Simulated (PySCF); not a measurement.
**Dipole moment and polarisability of `C=C(C)[C@H]1OC[SiH2]1`**

Compound: C₅H₁₀OSi.
SMILES with atom numbers: `[CH2:1]=[C:2]([CH3:3])[C@H:4]1[O:5][CH2:6][SiH2:7]1` (hydrogens: H8, H9 on C1; H10, H11, H12 on C3; H13 on C4; H14, H15 on C6; H16, H17 on Si7)

Structure used (GFN2-xTB), in Å, numbered top down from 1:
```xyz
17
C5H10OSi angstrom
C     -1.6348   -1.6227   -0.6672
C     -1.0003   -0.5000   -0.3606
C     -1.6543    0.6283    0.3730
C      0.4461   -0.3052   -0.6866
O      0.8008    1.0601   -0.9748
C      1.7618    1.3762    0.0403
Si     1.6975   -0.3877    0.7890
H     -1.1490   -2.4253   -1.1965
H     -2.6641   -1.7841   -0.3968
H     -2.7179    0.4474    0.5007
H     -1.5095    1.5530   -0.1826
H     -1.1950    0.7546    1.3542
H      0.7175   -0.9338   -1.5431
H      1.3977    2.2007    0.6617
H      2.7009    1.6948   -0.4219
H      2.8722   -1.2279    0.5754
H      1.1233   -0.5164    2.1259
```

Level: CAM-B3LYP/def2-SVPD (PySCF), static field, nuclei fixed, core orbitals frozen in the response. The polarisability tensor in these axes (au):

```
x   97.51  9.21  6.25
y    9.21 92.46  4.03
z    6.25  4.03 77.19
```

Q: What are the eigenvalues, a third of the trace, and Δα (Δα² = ½Σ(αi − αj)² over the three pairs)?

A: Principal values 75.28, 85.47 and 106.42 au; mean 89.06 au = 13.20 Å³ = 14.68 × 10⁻⁴⁰ C²·m²/J; Δα = 27.51 au (31 % of the mean).

Q: What is the dipole moment, and where does it point?

A: (0.98, -0.64, 1.60) D, 1.98 D in size, pointing from the negative to the positive side. Measured along this direction, the outermost atoms are H11 at the negative end and H17 at the positive end.

Q: Find the Langevin capture rate constant for H3+ (3.023 u) meeting this molecule (114.050 u), k = 2.342 × 10⁻⁹ cm³/s × √(α in Å³ / reduced mass in u).

A: The reduced mass is 2.95 u, so k = 4.96 × 10⁻⁹ cm³/s. The formula leaves out the permanent dipole, which adds to the capture rate.

Q: How large is μ²/3kT at 298 K beside α?

A: In Gaussian units μ²/3kT = 31.85 Å³ against 13.20 Å³, a ratio of 2.41; the Debye molar polarisation (4π/3)N_A(α + μ²/3kT) is 113.6 cm³/mol, leaving out the vibrational part.

Q: What are the principal values of the traceless quadrupole moment, Θ = ½Σq(3rr − r²1), about the centre of nuclear charge?

A: -6.49, 2.71, 3.79 D·Å. The values depend on the origin, since the dipole doesn't vanish. The electronic extent ⟨r²⟩ about the same centre is 965 bohr², a root-mean-square distance of 2.09 Å for the 62 electrons.

Q: Rayleigh depolarisation ratio (linearly polarised light, static tensor)?

A: ρ = 3Δα²/(45ᾱ² + 4Δα²) = 2269.7/(356898 + 3026.3) = 0.00631.

The structure is a single GFN2-xTB conformer in the gas phase; no vibrational or solvent corrections.
